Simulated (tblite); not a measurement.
Species: C₈H₁₄NP.
Atom-mapped SMILES: `[CH3:1][C:2]#[C:3][P:4]([CH3:5])[N:6]1[CH2:7][CH2:8][CH2:9][CH2:10]1` (hydrogens: H11, H12, H13 on C1; H14, H15, H16 on C5; H17, H18 on C7; H19, H20 on C8; H21, H22 on C9; H23, H24 on C10)

Structure optimised with GFN2-xTB, isolated species.

Question: Give the optimised bond lengths and angles.

Answer: 
```tsv
bond	length (Å)	order
C1–C2	1.446	single
C2≡C3	1.206	triple
C3–P4	1.771	single
P4–C5	1.858	single
P4–N6	1.749	single
N6–C7, N6–C10	1.455	single
C7–C8, C9–C10	1.538	single
C8–C9	1.538	single
C1–H11, C1–H12, C1–H13	1.090	single
C5–H14, C5–H15, C5–H16	1.089	single
C7–H17 and 3 like bonds	1.093	single
C8–H19 and 3 like bonds	1.089	single
```

Bonds in one row agree within 0.01 Å and their mean is given. Orders are formal, as drawn. A selection of angles:
```tsv
angle	degrees
C1–C2–C3	176.3
C2–C3–P4	170.7
C3–P4–C5	96.7
C3–P4–N6	96.4
C5–P4–N6	96.1
P4–N6–C7	114.0
P4–N6–C10	115.1
C7–N6–C10	103.2
N6–C7–C8	106.7
C7–C8–C9	104.0
N6–C10–C9	106.4
```

Dihedral angles: C3–P4–N6–C7 178° (antiperiplanar); P4–N6–C7–C8 88° (synclinal); N6–C7–C8–C9 21° (synperiplanar); C7–C8–C9–C10 2° (synperiplanar); C8–C9–C10–N6 -26° (synperiplanar); P4–N6–C10–C9 -85° (synclinal). The mirror-image conformer, all signs reversed, is as good.

The 5-membered ring N6–C7–C8–C9–C10 has internal angles of 103.2° to 106.7°; it is puckered, 0.17 Å rms from its mean plane, widest ring torsion 39°. N6 (nitrogen bonded to 2 C and P) is pyramidal (angles 115.1°, 114.0° and 103.2°, sum 332.3°, 0.48 Å off the plane of its three neighbours). The C–C distances run from 1.206 Å (C2≡C3, drawn triple) to 1.539 Å (C7–C8, drawn single), a spread of 0.333 Å. The 2 C–P bonds span 1.771 Å (C3–P4, drawn single) to 1.858 Å (P4–C5, drawn single), a spread of 0.087 Å. Of the pairs four or more bonds apart, C3···H23 is among the closest relative to their van der Waals radii: 2.52 Å, 87 % of the sum of Bondi's values. P4 (three-coordinate phosphorus) is pyramidal (angles 96.7°, 96.4° and 96.1°, sum 289.2°, 0.91 Å off the plane of its three neighbours).

Point group: C1 (no symmetry element, even within 0.4 Å). Its GFN2-xTB frequencies are all real (lowest 23 cm⁻¹). The numbers are those of one conformer. 3 starts were optimised and ended at 0.00, 0.75 and 2.17 kcal/mol (GFN2-xTB); the lowest of these is shown.

The numbers are calculated, not measured.
